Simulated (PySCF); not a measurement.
**Ni²⁺: excitation energy**

Ni²⁺ [Ar] 3d8 (3F) → Ni²⁺ [Ar] 3d7 4s1 (5F), as a difference of total energies. Calculation: PySCF 2.14, in ANO-RCC-VTZP (6s5p3d2f1g, 59 functions); scalar relativity by spin-free X2C-1e. Correlated levels: valence: [Ar] frozen. The calculations carry no spin-orbit coupling.

```tsv
method	excitation energy (cm⁻¹)
UHF	44521
MP2 (valence)	57929
SCS-MP2 (valence)	58996
CCSD (valence)	55475
CCSD(T) (valence)	55947
```

A first-order spin-orbit estimate (lowest level to lowest level, LS coupling) adds -0.011 eV.

The basis was made for the ground configuration and has no added diffuse functions, so the excitation energy can come out too high.
